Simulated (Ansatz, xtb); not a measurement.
Redistribution: C2H5Br + CH3Cl → C2H5Cl + CH3Br

Species: C2H5Br (bromoethane) `CCBr`, singlet; CH3Cl (chloromethane) `CCl`, singlet; C2H5Cl (chloroethane) `CCCl`, singlet; CH3Br `CBr`, singlet. The partners trade Br for Cl; both sit on C, so the bond types are kept.

Shapes, held fixed at every level: PBE0-D4/def2-TZVP. Programs: Ansatz 0.2.0, xtb 6.7.1. The zero-point and thermal change to 298 K, harmonic and unscaled (PBE0-D4/def2-TZVP), is -0.2 kJ/mol.

**The experiment to reproduce.** Tabulated heats of formation (Active Thermochemical Tables): C2H5Br -63.1; CH3Cl -82.6; C2H5Cl -111.2; CH3Br -36.4 kJ/mol, which give ΔH(298 K) = -1.9 kJ/mol.

```
                level                    kind  ΔH (kJ/mol)  computed − measured  CPU time (all species)
             GFN0-xTB          semi-empirical         -1.1                 +0.8                  0.16 s
     SPW92/def2-TZVPP                     LDA         -1.7                 +0.1                   7.6 s
    PBE-D4/def2-TZVPP                     GGA         -1.6                 +0.3                    14 s
r2SCAN0-D4/def2-TZVPP           global hybrid         -1.9                  0.0                    26 s
   wB97X-V/def2-TZVPP  range-separated hybrid         -2.2                 -0.3                    40 s
    B2PLYP/def2-TZVPP           double hybrid         -1.9                  0.0                    25 s
         MP2/def2-SVP     perturbation theory         -2.6                 -0.7                       –
     CCSD(T)/def2-SVP   coupled cluster or CI         -3.0                 -1.2                   9.5 s
   CCSD(T)/def2-TZVPP   coupled cluster or CI         -1.6                 +0.3                    92 s
```

All levels lie within 4 kJ/mol, near the uncertainty of the heats themselves, so they can't be ranked here. Relativity is left out for Br. Outer-core shells of Br are correlated, in sets that cover them unevenly. Times are processor times on shared x86 and Arm servers, and rough.
